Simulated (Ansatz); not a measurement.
A nudged elastic band was laid between two geometries of FGeH3 + FH (7 atoms, charge 0, multiplicity 1).

Computed with RKS PBE-D4/def2-SVP in Ansatz.

```
movable images  : 7
climbing image  : yes
spring          : 5.0 eV/Å²
optimiser       : quadratic models (default)
start path      : straight line
force threshold : 0.05 eV/Å
iteration limit : 60
end points      : relaxed
```

First end point:

```xyz
7
Properties=species:S:1:pos:R:3
Ge 0.315 -0.188 0.064
H 0.682 -0.439 1.540
H 1.533 0.265 -0.779
F -0.750 1.263 0.040
H -0.478 -1.324 -0.611
F -2.290 -0.102 1.466
H -1.959 0.640 0.970
```

Last end point:

```xyz
7
Properties=species:S:1:pos:R:3
Ge -0.933 -0.203 -0.574
H 1.341 0.513 2.748
H 0.574 0.041 -0.802
F -1.788 1.260 -1.000
H -1.629 -1.387 -1.278
F -1.185 -0.394 1.151
H 0.671 0.285 2.444
```

**Question.** What changes between the two ends?

**Answer.** Bonds broken: Ge1–H2, F6–H7. Bonds formed: Ge1–F6, H2–H7. FGeH3 + FH becomes F2GeH2 + H2.

**Question.** What energy profile does the band end with?

**Answer.** The forces met the threshold. The highest image is number 4 of 0 to 8, 135.7 kJ/mol above the first end and 158.6 kJ/mol above the last; the last end lies 22.8 kJ/mol below the first. Neighbouring images differ by up to 1.5 eV, so the band resolves the path poorly. Another band between the same ends (7 images) ends at a top of the same energy, where a vibrational analysis finds 1 clearly imaginary mode. The orbitals stay closed-shell, which can raise the energy where a bond breaks towards radicals; this wasn't checked here.

```
image  path coordinate (Å)  energy (kJ/mol)  Ge1–H2 (Å)  F6–H7 (Å)  Ge1–F6 (Å)
    0                 0.00              0.0        1.54       0.95        2.96
    1                 0.86             16.6        1.54       0.94        3.10
    2                 1.72             38.1        1.56       0.94        3.10
    3                 2.58             68.8        1.59       0.95        2.73
    4                 3.44            135.7        1.81       1.13        2.08
    5                 4.52             -6.7        2.58       1.97        1.77
    6                 5.61            -21.9        3.60       2.44        1.75
    7                 6.69            -22.4        3.99       2.38        1.75
    8                 7.78            -22.8        4.09       2.36        1.75
```

**Question.** What is the geometry of the highest image?

**Answer.** 
```xyz
7
Properties=species:S:1:pos:R:3
Ge -0.330 0.003 -0.125
H 0.396 -0.650 1.401
H 0.993 0.711 -0.492
F -1.509 1.061 -0.906
H -0.725 -1.397 -0.637
F -1.337 0.516 1.619
H -0.436 -0.128 1.830
```

The run took 4.9 min on 1 thread of Arm Neoverse V2, on a shared host, peak memory 0.13 GiB.
